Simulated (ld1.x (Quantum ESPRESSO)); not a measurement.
# Ranking TM potentials for H

All share these settings but for the change named:

```json
{
  "Element": "H",
  "Generator": "ld1.x (Quantum ESPRESSO) 7.5",
  "Type": "norm-conserving Troullier–Martins (Kleinman–Bylander form)",
  "Functional": "PBE",
  "Relativity": "scalar-relativistic",
  "Frozen core": "none",
  "Valence charge": "1",
  "Reference configuration": "1s1",
  "Partial waves": "1s (bound): rc 0.95 bohr",
  "Local potential": "the s channel",
  "Core correction": "none"
}
```

Cutoff: the first of the cutoffs (Ry, on a coarse ladder) from which the occupation-weighted sum of valence levels, in a spherical-Bessel basis at the reference potential, stays within 10 and 1 mRy of its value at 400 Ry; the density cutoff is not measured.

The base gives 30 Ry.

Of 7 variants that were run, those that failed, showed a ghost or another fault, or gave nearly equal values are left out.

A variant can come out equal or close to the base.

Q: Rank these variants from softest to hardest (loose cutoff).
A. wave 1s (bound): rc 0.95 bohr becomes 1s (bound): rc 0.92 bohr
B. wave 1s (bound): rc 0.95 bohr becomes 1s (bound): rc 1.22 bohr
C. wave 1s (bound): rc 0.95 bohr becomes 1s (bound): rc 1.04 bohr
D. wave 1s (bound): rc 0.95 bohr becomes 1s (bound): rc 0.74 bohr

A: B (21 Ry), C (25 Ry), A (30 Ry), D (35 Ry).
